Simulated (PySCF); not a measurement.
An unknown is described by computed data only.

Formula: C7H6FN.

* Rotational structure: rotational constants A, B, C: 2.594, 1.560, 0.974 GHz [GFN2-xTB]
* UV, first state: lowest singlet excitation: 4.29 eV (289 nm, f = 0.002) [TDDFT PBE0/def2-SVPD]
* 1H NMR: chemical shifts (computed TMS as zero) by class: 11.89 (1 H), 8.98 (1 H), 7.84 (1 H), 7.71 (1 H), 7.54 (1 H), 7.47 (1 H) ppm [GIAO PBE0/pcSseg-1]
* NMR, other nuclei: isotropic shieldings of nuclei other than C and H, by class: -76 (1 N), 299 (1 F) ppm [GIAO PBE0/pcSseg-1]
* Triplet: lowest triplet excitation (Tamm–Dancoff): 3.51 eV [TDA PBE0/def2-SVPD]
* Dipole: 3.67 D [PBE0/def2-SVPD]
* 13C NMR: chemical shifts (computed TMS as zero) by class: 172.1 (1 C), 162.8 (1 C), 138.5 (1 C), 129.4 (1 C), 129.2 (1 C), 125.4 (1 C), 123.0 (1 C) ppm [GIAO PBE0/pcSseg-1]
* UV, strongest line: among the 6 lowest singlet transitions: S6 at 6.73 eV (184 nm, f = 0.456) [TDDFT PBE0/def2-SVPD]
* Polarisability: 88.6 au [PBE0/def2-SVPD]

Electronic properties: PySCF, gas phase, density fitting. Levels stand in brackets. NMR shifts are as computed; neighbouring signals can stand in another order in a measured spectrum. Geometry: GFN2-xTB, one conformer, isolated molecule. Each NMR value is the plain mean over a class of atoms that symmetry, rotation or inversion makes alike.

Problem. Give a SMILES that accounts for the data.

Solution. Numbering: `[H]/[N:1]=[CH:2]\[c:3]1[cH:4][cH:5][cH:6][cH:7][c:8]1[F:9]`. Its formula, C7H6FN, gives 5 degrees of unsaturation: 1 ring and 4 π bonds in the structure found (Kekulé form). 7 carbons fall into 7 classes; from least to most shielded: aromatic C–F carbon [C8] (172.1 ppm), imine carbon [C2] (162.8 ppm), aromatic CH carbon [C6] (138.5 ppm), aromatic CH carbon [C4] (129.4 ppm), aromatic CH carbon [C5] (129.2 ppm), substituted aromatic carbon [C3] (125.4 ppm), aromatic CH carbon [C7] (123.0 ppm). Hydrogen classes from least to most shielded: 1 H on an imine nitrogen, N1 (11.89 ppm), 1 H on an imine carbon, C2 (8.98 ppm), 1 H on an aromatic CH carbon, C4 (7.84 ppm), 1 H on an aromatic CH carbon, C6 (7.71 ppm), 1 H on an aromatic CH carbon, C5 (7.54 ppm), 1 H on an aromatic CH carbon, C7 (7.47 ppm). The other shieldings belong to: -76 ppm, imine nitrogen [N1]; 299 ppm, aryl fluorine [F9]. S1 is mainly HOMO−1→LUMO (weight 0.96); the largest Löwdin shares of the orbital it empties are 0.62 on the imine nitrogen, 0.15 on the imine carbon, 0.08 on the N–H hydrogen and 0.07 on the substituted aromatic carbon, of the orbital it fills 0.18 on the imine nitrogen, 0.15 on the imine carbon, 0.15 on an aromatic CH carbon and 0.13 on the substituted aromatic carbon. The optimised geometry has point group Cs and is an asymmetric top. Structure: `[H]/N=C\c1ccccc1F`. Computed isomers that give other values at the same levels: `C#CC(C#C)/N=C/CF` (lowest singlet excitation: 5.06 eV (245 nm, f = 0.000)); `C=Cc1cncc(F)c1` (13C chemical shifts (computed TMS as zero) by class: 169.8 (1 C), 151.8 (1 C), 143.9 (1 C), 140.4 (1 C), 138.3 (1 C), 122.6 (1 C), 121.8 (1 C) ppm); `[H]/N=C\c1ccc(F)cc1` (13C chemical shifts (computed TMS as zero) by class: 174.8 (1 C), 169.6 (1 C), 134.6 (2 C), 133.8 (1 C), 122.1 (2 C) ppm). The assignments are read from this structure; whether some other isomer fits the data as well wasn't checked.

Conformer computed: `[H]/[N:1]=[CH:2]\[c:3]1[cH:4][cH:5][cH:6][cH:7][c:8]1[F:9]`: N1–C2–C3–C4 0°.
